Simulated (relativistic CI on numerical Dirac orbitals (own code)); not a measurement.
What each ingredient does to the levels of Sr³⁰⁺

Base calculation: Dirac-Coulomb-Breit CI, KLI orbitals optimised for each configuration, QED by a radiative potential, unscaled Slater integrals.

Configurations in the expansion (outside the closed core 1s2): 2s2.2p4, 2s.2p5, 2p6, 2p5.3s, 2p5.3p, 2p5.3d, 2s2.2p3.3s, 2s2.2p3.3p, 2s2.2p3.3d, 2s.2p4.3s, 2s.2p4.3p, 2s.2p4.3d, 2s2.2p3.4s, 2s2.2p3.4p, 2s2.2p3.4d, 2s2.2p3.4f, 2s.2p4.4s, 2s.2p4.4p, 2s.2p4.4d, 2s.2p4.4f, 2s2.2p2.3s2, 2s2.2p3.5s, 2s2.2p2.3s.3p, 2s2.2p3.5p, 2s2.2p3.5d, 2s2.2p3.5f, 2s2.2p3.5g, 2s2.2p2.3p2, 2s2.2p2.3s.3d, 2s2.2p2.3p.3d, 2s.2p3.3s2, 2s2.2p2.3d2, 2s.2p3.3s.3p, 2s.2p4.5s, 2s.2p3.3p2, 2s.2p3.3s.3d. Levels of other configurations are missing.

Variants: (1) Breit term removed. Shifts of the energy above 2s2.2p4 3P_2, in eV, for the lowest level and the first level of each name with at least 55 % of one term (blank where a level changes its place among those of its configuration and J or its character, or is not in the variant):

```csv
Level,Base,Δ(1)
2s2.2p4 3P_2,0.00,0.00
2s2.2p4 3P_1,67.48,+0.82
2s2.2p4 1D_2,80.77,+1.69
2s.2p5 3P°_2,234.49,-0.24
2s.2p5 3P°_1,261.96,-0.21
2s.2p5 3P°_0,306.98,+0.71
2s.2p5 1P°_1,337.82,+0.86
2p6 1S_0,527.48,-0.93
2s2.2p3.3s 3D°_3,2114.62,+4.03
2s2.2p3.3s 1D°_2,2118.43,+3.88
2s2.2p3.3p 3P_0,2128.30,+1.31
2s2.2p3.3s 3P°_0,2132.79,+2.42
2s2.2p3.3s 3P°_1,2134.53,+2.54
2s2.2p3.3p 3D_3,2181.99,+3.99
2s2.2p3.3p 3F_4,2183.21,+4.14
2s2.2p3.3d 3D°_1,2185.70,+1.80
2s2.2p3.3s 3P°_2,2193.27,+4.30
2s.2p4.3s 5P_3,2237.90,+2.07
```

At this charge energies of transitions that change n are usually good to better than 1 %, and those within a shell (Δn = 0) to a few per cent.

Ionisation energy from the two ground configurations alone: base 3660.71 eV; Breit term removed 3662.84 eV. The NIST ASD value (semi-empirical) is 3664 eV.

LS names give the leading component of a level, which can be under half, so a name can repeat, a term be missing and a line seem to break the LS rules.
